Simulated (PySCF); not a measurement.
Molecule: SMILES C[C@@H]1COC=C(Cl)[C@@H]1F, C6H8ClFO.

Geometry (Å), atoms numbered from 1 in this order:
```xyz
17

C    -2.0770   -0.0665    0.1887
C    -0.5759    0.0133    0.4382
C    -0.0090    1.3650    0.0029
O     1.3665    1.5025    0.3229
C     2.1258    0.4129    0.1141
C     1.6593   -0.7945   -0.2070
Cl    2.7436   -2.1207   -0.4484
C     0.1913   -1.0689   -0.3345
F    -0.1933   -1.0390   -1.6687
H    -2.5935    0.7090    0.7482
H    -2.2904    0.0626   -0.8693
H    -2.4587   -1.0349    0.5018
H    -0.3653   -0.1340    1.5027
H    -0.5132    2.1899    0.5097
H    -0.1380    1.4754   -1.0819
H     3.1771    0.6169    0.2525
H    -0.0563   -2.0770    0.0184
```

Frames of a GFN2-xTB Langevin trajectory at 300 K; GIAO PBE0/pcSseg-1 shieldings in PySCF 2.14, gas phase, non-relativistic; equivalent atoms averaged within each frame.

δ = σ(ref) − σ, references computed at the same level: 13C (σ = 186.93 ppm) and 1H (σ = 31.72 ppm) vs TMS; 17O (σ = 336.08 ppm) against H2O; 35Cl (σ = 949.78 ppm) vs HCl; CFCl3 for 19F (σ = 170.95 ppm). The references are static minima.

Q: How do the shifts (ppm) fluctuate along the trajectory?

A: 
```tsv
time (fs)	C5	C6	C8	C3	C2	C1	O4	Cl7	F9	H16
250	152.4	112.5	95.0	71.9	46.8	12.8	155.9	213	-193.3	6.62
425	156.4	117.1	97.4	68.1	38.9	15.2	140.1	141	-211.1	6.64
625	151.4	115.5	87.8	69.3	36.0	12.5	132.4	183	-193.1	6.87
800	160.8	133.0	89.8	68.4	38.7	14.6	147.7	194	-205.9	7.80
1000	151.5	118.9	102.3	64.8	39.5	12.6	127.9	160	-179.2	7.30
mean of frames	154.5	119.4	94.5	68.5	40.0	13.5	140.8	178	-196.5	7.05
standard deviation	4.1	7.9	5.8	2.6	4.0	1.3	11.3	28	12.5	0.50
```

5 frames give an uncertainty of the mean of about the standard deviation over 2.2 at best, since frames this close in time may not be independent; classical motion lacks zero-point vibration, and the reference would need the same averaging.
